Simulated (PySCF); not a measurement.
Question: Write a Z-matrix for InChI=1S/FH7OSi3/c1-4-2-5-3/h4-5H2,3H3 as optimised with PBE0-D3(BJ)/def2-SVP.

Answer: 
Z-matrix in Å and degrees, rows numbered from 1:
```
F 
Si  1  1.6265
O   2  1.6380  1  107.77
Si  3  1.6752  2  142.42  1   -27.22
Si  4  2.3491  3  110.32  2    15.53
H   2  1.4819  1  108.10  3   118.35
H   2  1.4848  1  107.24  3  -119.47
H   4  1.4950  3  108.67  2  -105.51
H   4  1.4927  3  107.99  2   137.08
H   5  1.4926  4  110.93  3    59.80
H   5  1.4941  4  110.08  3   -61.91
H   5  1.4975  4  108.25  3   179.37
```

Si5 (SiH3 silicon) is tetrahedral (angles from 108.2° to 110.9°). Si2 (fluorine-bound silicon) is distorted tetrahedral (angles from 107.2° to 113.0°). Of the pairs four or more bonds apart, F1···Si5 is among the closest relative to their van der Waals radii: 3.36 Å, 94 % of the sum of Bondi's values. The O–Si distances run from 1.638 Å (Si2–O3, drawn single) to 1.675 Å (O3–Si4, drawn single), a spread of 0.037 Å.

Computed with PBE0-D3(BJ)/def2-SVP geometry optimisation, gas phase (PySCF 2.14.0).

Point group: C1 (no symmetry element, even within 0.4 Å). Not checked by PBE0-D3(BJ)/def2-SVP frequencies. One conformer, not necessarily the lowest (F1–Si2–O3–Si4 -27°, Si2–O3–Si4–Si5 16°).

The run took about 2.4 min of CPU time (one thread, shared machine). These figures are those of the optimisation.
